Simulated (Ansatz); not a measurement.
`CCc1ccc(CCc2ccc(CC)cc2)cc1` with charge -1. Total charge -1; doublet. Geometry r2SCAN-D4/def2-SVP; atoms count from 1.

```
atom    x (Å)    y (Å)    z (Å)
  C1  -6.0728  -2.5773  -1.0482
  C2  -5.1325  -2.6640  -2.2598
  C3  -3.7687  -2.0819  -2.0167
  C4  -2.7091  -2.8647  -1.4859
  C5  -1.4625  -2.3162  -1.2146
  C6  -1.1777  -0.9423  -1.4606
  C7   0.1008  -0.3214  -1.0190
  C8   0.0768   0.1941   0.4762
  C9   1.3582   0.8138   0.9105
 C10   1.6476   2.1841   0.6492
 C11   2.8975   2.7303   0.9093
 C12   3.9598   1.9458   1.4319
 C13   5.2875   2.5544   1.7864
 C14   5.3598   3.0852   3.2262
 C15   3.6842   0.5725   1.6680
 C16   2.4348   0.0249   1.4084
 C17  -2.2496  -0.1564  -1.9726
 C18  -3.4956  -0.7064  -2.2434
 H19  -5.6415  -3.1093  -0.1840
 H20  -7.0679  -3.0133  -1.2590
 H21  -6.2162  -1.5275  -0.7431
 H22  -5.0392  -3.7275  -2.5571
 H23  -5.6134  -2.1494  -3.1154
 H24  -2.8793  -3.9345  -1.3027
 H25  -0.6649  -2.9575  -0.8171
 H26   0.3621   0.5458  -1.6532
 H27   0.9393  -1.0378  -1.0979
 H28  -0.7608   0.9113   0.5565
 H29  -0.1832  -0.6722   1.1119
 H30   0.8542   2.8219   0.2381
 H31   3.0732   3.7958   0.7074
 H32   6.0943   1.8081   1.6455
 H33   5.5183   3.3867   1.0924
 H34   5.1668   2.2740   3.9478
 H35   4.5898   3.8566   3.3934
 H36   6.3466   3.5272   3.4611
 H37   4.4821  -0.0690   2.0663
 H38   2.2631  -1.0429   1.5970
 H39  -2.0738   0.9085  -2.1738
 H40  -4.2879  -0.0691  -2.6595
```

Single mean-field runs in def2-TZVP are fitted with def2-universal-jkfit. The highest occupied level of the relaxed charge -1 doublet lies above zero (up to 1.81 eV). By energy differences, losing it releases 0.81 eV (each at its own geometry, to the charge 0 singlet, at PBE0-D4/def2-TZVP).

Estimate the Mulliken populations of the heavy atoms from the PBE0/def2-TZVP orbitals of Ansatz.


| atom | charge (e) | spin (α − β) |
| --- | --- | --- |
| C1 | -0.33 | -0.02 |
| C2 | -0.23 | -0.03 |
| C3 | 0.20 | 0.20 |
| C4 | -0.23 | 0.00 |
| C5 | -0.25 | 0.05 |
| C6 | 0.25 | 0.18 |
| C7 | -0.28 | 0.01 |
| C8 | -0.28 | 0.01 |
| C9 | 0.23 | 0.19 |
| C10 | -0.24 | 0.04 |
| C11 | -0.24 | 0.01 |
| C12 | 0.20 | 0.20 |
| C13 | -0.23 | -0.03 |
| C14 | -0.33 | -0.01 |
| C15 | -0.24 | 0.01 |
| C16 | -0.24 | 0.04 |
| C17 | -0.25 | 0.05 |
| C18 | -0.23 | 0.00 |
Mulliken values and Mayer orders depend strongly on the basis.

Where does the spin sit?

Summed by element: C 0.89, H 0.11, of 1 unpaired in all. Largest on single atoms: C3 0.20, C12 0.20, C9 0.19.

And the Mayer bond orders between bonded heavy atoms (over 0.3)?

C1–C2 0.99 (1.54 Å); C2–C3 0.95 (1.50 Å); C3–C4 1.27 (1.42 Å); C3–C18 1.26 (1.42 Å); C4–C5 1.51 (1.39 Å); C5–C6 1.24 (1.42 Å); C6–C7 0.96 (1.49 Å); C6–C17 1.24 (1.42 Å); C7–C8 0.92 (1.58 Å); C8–C9 0.96 (1.49 Å); C9–C10 1.24 (1.42 Å); C9–C16 1.24 (1.42 Å); C10–C11 1.51 (1.39 Å); C11–C12 1.26 (1.42 Å); C12–C13 0.94 (1.50 Å); C12–C15 1.26 (1.42 Å); C13–C14 0.99 (1.54 Å); C15–C16 1.51 (1.39 Å); C17–C18 1.51 (1.39 Å).
